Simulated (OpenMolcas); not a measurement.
**V2+, Nb2+, Ta2+: d3 down the group**

```yaml
Program: OpenMolcas
Method: MS-CASPT2, IPEA 0.25 Eh, imaginary shift 0.1 Eh
Basis: ANO-RCC-VTZP
Scalar_Hamiltonian: DKH2, point nucleus
Spin-orbit_coupling: RASSI with atomic mean-field integrals over the reference wave functions, term energies averaged over their components
```

Active space for each ion: 3 electrons in 10 orbitals (d d); closed shells correlated by CASPT2: V2+ 3s 3p; Nb2+ 4s 4p; Ta2+ 5s 5p.

Computed levels in cm-1 above 4F 3/2:

```json
{"Level": "4F 5/2", "V2+": "156", "Nb2+": "521", "Ta2+": "2600"}
{"Level": "4F 7/2", "V2+": "369", "Nb2+": "1191", "Ta2+": "5070"}
{"Level": "4F 9/2", "V2+": "637", "Nb2+": "1968", "Ta2+": "7210"}
{"Level": "4P 1/2", "V2+": "11890", "Nb2+": "8750", "Ta2+": "9940"}
{"Level": "4P 3/2", "V2+": "11960", "Nb2+": "8610", "Ta2+": "15260"}
{"Level": "2G 7/2", "V2+": "12140", "Nb2+": "9580", "Ta2+": "12540"}
{"Level": "4P 5/2", "V2+": "12150", "Nb2+": "9870", "Ta2+": "14500"}
{"Level": "2P 1/2", "V2+": "15660", "Nb2+": "10280", "Ta2+": "15030"}
{"Level": "2D 5/2(1)", "V2+": "16950", "Nb2+": "13770", "Ta2+": "18920"}
{"Level": "weight of 4F in the lowest level (%)", "V2+": "100", "Nb2+": "99", "Ta2+": "89"}
```

Mixed levels, with the weight of the term that names them: Nb2+ 4P 1/2 (73 %), Nb2+ 4P 3/2 (62 %), Nb2+ 2P 1/2 (73 %), Ta2+ 4P 1/2 (52 %), Ta2+ 4P 3/2 (50 %), Ta2+ 2P 1/2 (52 %).

Measured, with the error of the calculation in %. Measured levels: V2+ from Sugar and Corliss, J. Phys. Chem. Ref. Data 7, 1191 (1978); Nb2+ from the list in Shadmi, J. Res. Natl. Bur. Stand. 70A, 435 (1966).

```csv
Level,V2+,Nb2+
4F 5/2,146 (+7.0),516 (+1.1)
4F 7/2,342 (+8.2),1177 (+1.2)
4F 9/2,584 (+9.2),1939 (+1.5)
4P 1/2,11514 (+3.3),8664 (+0.9)
4P 3/2,11592 (+3.2),8608 (0)
2G 7/2,11966 (+1.5),9236 (+3.7)
4P 5/2,11770 (+3.2),9594 (+2.9)
2P 1/2,15580 (+0.5),
2D 5/2(1),16375 (+3.5),13094 (+5.1)
```

The fine-structure level 4F 9/2 changes by a factor of 11.3 from V2+ to Ta2+.

Without spin-orbit coupling 4P lies 11690, 8420, 8610 cm-1 above 4F in that order; the difference to the level 4P 1/2, of either sign, comes from spin-orbit coupling, which also lowers the zero.

Term energies are means over components that CASPT2 splits; among the terms shown or strongly mixed into the levels shown the widest spread is 830 cm-1 (3d3 4F, V2+). The CASPT2 spread within a term exceeds the gap to the next term for 3d3 4P and 3d3 2G, so the order of their levels is uncertain (figures for V2+; the like holds for Ta2+). Active for correlation alone: 4d; no level in the range computed is led by a configuration that fills it, so any true level of that kind is missing (holds for V2+). Active for correlation alone: 5d; no level in the range computed is led by a configuration that fills it, so any true level of that kind is missing (holds for Nb2+). Active for correlation alone: 6d; no level in the range computed is led by a configuration that fills it, so any true level of that kind is missing (holds for Ta2+). Computed and measured levels are paired by configuration, term and J; levels that our copy of the source lacks, or whose pairing is in doubt (as where it misses far off the trend of its configuration), stay unpaired and out of the deviations. Levels of configurations outside the active space are missing.

A number in round brackets counts repeated terms of one configuration in the order of the reference energies.
